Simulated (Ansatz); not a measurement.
Reaction (atomization): `BCC=O` → B• + 2 C• + 5 H• + O•

Computed with Ansatz on PBE0-D4/def2-TZVP structures; ΔE is electronic, products minus reactants. CBS: MP2 limit from def2 TZ/QZ plus the TZ coupled-cluster correction, frozen cores. This one scheme is used for every species, atoms too. DFT in def2-TZVPP. B3LYP here is the variant with VWN-RPA as its local correlation; programs differ in this. HSE06 is defined as in plane-wave codes. No spin–orbit coupling; open shells (•) take unrestricted orbitals. Spin–orbit coupling would lower the free atoms: a little for B, C, O. One conformer a species, not always the lowest.

CCSD(T)/CBS gives +3538.2 kJ/mol.

**Question.** Another level gave +3529.8 kJ/mol. Which?
A. B3LYP-D4/def2-TZVPP
B. r2SCAN0/def2-TZVPP
C. B2PLYP/def2-TZVPP
D. HSE06-D4/def2-TZVPP

**Answer.** C. B2PLYP 3529.8, HSE06-D4 3576.2, B3LYP-D4 3563.2, r2SCAN0 3509.4 kJ/mol.

Largest T1 diagnostic among the species: 0.014.

From r2SCAN to r2SCAN0 (25 % exact exchange), in def2-TZVPP and without D4, ΔE moves by −61.0 kJ/mol: exact exchange takes away binding that semilocal exchange gives to molecules. In def2-TZVPP, CCSD(T) changes the Hartree–Fock value by +820.5 kJ/mol (the triples alone add +51.8 kJ/mol) and MP2 by +891.2 kJ/mol; breaking electron pairs costs correlation energy, which Hartree–Fock lacks. Leaving LDA and LC-ωPBE aside and taking each functional with its dispersion term where it has one, the values, not all of them listed here, spread over 193.9 kJ/mol, from BHLYP-D4 to PBE-D4. LDA lies +435.6 kJ/mol from PBE without D4, its usual overbinding.

For atomizations the MP2-based limit and the directly extrapolated one differ by several kJ/mol either way, and by 10 to 25 for some Ge, Se and Sn compounds, so smaller differences from it don't rank the levels.
